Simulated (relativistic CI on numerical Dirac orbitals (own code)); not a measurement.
# Slater and spin-orbit integrals, Cs22+

Method of calculation: Dirac-Coulomb-Breit CI, KLI orbitals optimised for each configuration, model QED, unscaled Slater integrals (own radial code, finite nucleus).

Slater integrals F^k, G^k are unscaled and averaged over j, outside the closed core [Ar] 3d10; ζ comes from projecting the Hamiltonian with its Breit term on Σ l·s of the shell.

- 4s2.4p3: F^2(4p,4p) = 159730, ζ(4p) = 98958 cm⁻¹; <r>(4p) = 0.6472, <r^2>(4p) = 0.4726 (bohr units).
- 4s.4p4: F^2(4p,4p) = 159690, G^1(4s,4p) = 209510, ζ(4p) = 98835 cm⁻¹; <r>(4s) = 0.6285, <r^2>(4s) = 0.4432, <r>(4p) = 0.6473, <r^2>(4p) = 0.4729 (bohr units).
- 4s2.4p2.4d: F^2(4p,4p) = 159700, ζ(4p) = 99232, F^2(4p,4d) = 155000, G^1(4p,4d) = 194710, G^3(4p,4d) = 124190, ζ(4d) = 11529 cm⁻¹; <r>(4p) = 0.6473, <r^2>(4p) = 0.4728, <r>(4d) = 0.6642, <r^2>(4d) = 0.5033 (bohr units).

Averages of the first 10 configurations, taken without configuration mixing, which lowers the lowest level and can move excited configurations by several eV; other configurations of the list can lie among them:

```tsv
Configuration	Parity	States	Average energy above the lowest level (eV)
4s2.4p3	odd	20	22.0
4s.4p4	even	30	92.5
4s2.4p2.4d	even	150	122.2
4p5	odd	6	170.1
4s.4p3.4d	odd	400	189.6
4s2.4p2.4f	odd	210	225.6
4s.4p3.4f	even	560	293.2
4p4.4d	even	150	264.0
4s.4p2.4d2	even	1350	288.7
4s2.4p.4d.4f	even	840	326.2
```
